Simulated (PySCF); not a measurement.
Compound: C6H6ClSi (doublet state).
Geometry (GFN2-xTB, Å), atoms numbered from 1 in this order:
```
atom  x, y, z in Å
Si1    2.5956   -0.2235   -0.1475
C2     0.7709   -0.0869   -0.0403
C3    -0.0469   -1.2266    0.0969
C4    -1.4164   -1.1244    0.1715
C5    -2.0359    0.1190    0.1127
C6    -1.2625    1.2645   -0.0224
C7     0.1069    1.1500   -0.0948
Cl8    1.0709    2.5830   -0.2583
H9     3.5059    0.8880   -0.2842
H10    3.1391   -1.5672   -0.0813
H11    0.4250   -2.1977    0.1466
H12   -2.0176   -2.0158    0.2765
H13   -3.1099    0.1984    0.1722
H14   -1.7257    2.2385   -0.0697
```

The hyperfine couplings belong to this conformer and change with its torsions.

As a line formula: `c1c(c(ccc1)Cl)[SiH2]` [radical].

Method: UKS B3LYP, pcH-1 on C Cl H Si, non-relativistic, mean-field spin-orbit, GIAO (PySCF 2.14.0). Isolated species at its GFN2-xTB geometry, gas phase. A GFN2-xTB geometry isn't a minimum of the functional, and hyperfine couplings can be far from their values at a DFT geometry, by a factor of two or more for some ions and for spin on atoms past the first row. The SCF solution wasn't tested for stability.

(1) Break the g tensor into its mass correction, gauge correction and orbital-Zeeman/spin–orbit terms.

(2) How much does each term add to the isotropic shift?

(3) What effective moment and Curie constant follow for a powder?

(4) In a frozen sample, at which fields do the three g values resonate at 9.5, 34, 94 and 263 GHz (hyperfine left aside), and which band first spreads them over more than twice a line width of 1.0 mT?

Results:

(1) 
```
                    Δg (ppm)     1     2     3
relativistic mass correction  -127  -127  -127
            gauge correction     0    31    32
   orbital Zeeman/spin–orbit   -81  1430  2915
                       total  -209  1334  2820
```

So g = 2.00211, 2.00365, 2.00514 and g_iso = 2.00363; the tensor is rhombic: the two nearest values differ by 49 % of g3 − g1. Axes: g1 is normal to the molecular plane and g2 points within 14° of the C5–C6 bond.

(2) The orbital-Zeeman/spin–orbit term 1421, the mass correction -127 and the gauge correction 21 ppm, for a total of 1315 ppm. The orbital-Zeeman/spin–orbit term is the largest in size. The mass correction is the same along every axis, so the anisotropy comes from the other two: their spans along these axes are 32 (gauge) and 2996 ppm (orbital Zeeman/spin–orbit).

(3) With the mean of g² = 4.0146 and S(S+1) = 0.75: μ_eff = √(⟨g²⟩S(S+1)) = 1.735 μB and χT = 0.12505·⟨g²⟩·S(S+1) = 0.377 cm³ K/mol (cgs; spin-Hamiltonian part alone).

(4) 
```
band    GHz  B(g3) mT  B(g2) mT  B(g1) mT  spread mT
   X    9.5    338.51    338.76    339.02       0.51
   Q   34.0   1211.50   1212.40   1213.33       1.83
   W   94.0   3349.44   3351.92   3354.50       5.07
   J  263.0   9371.30   9378.25   9385.47      14.18
```

The spread grows in proportion to the frequency. W band is the first where it exceeds 2.0 mT.

Largest spin populations (Mulliken): Si1 (+0.97), C5 (+0.14), C3 (+0.12) and C7 (+0.11). The positive populations add up to 1.35 and the negative ones to -0.35, together 2S = 1. The angles at Si1 add up to 360.0°, so it is planar; its axial dipolar tensor and the negative couplings of its protons fit spin in a p orbital normal to that plane.

The HOMO–LUMO gaps are 4.09 eV among the α and 4.51 eV among the β orbitals.
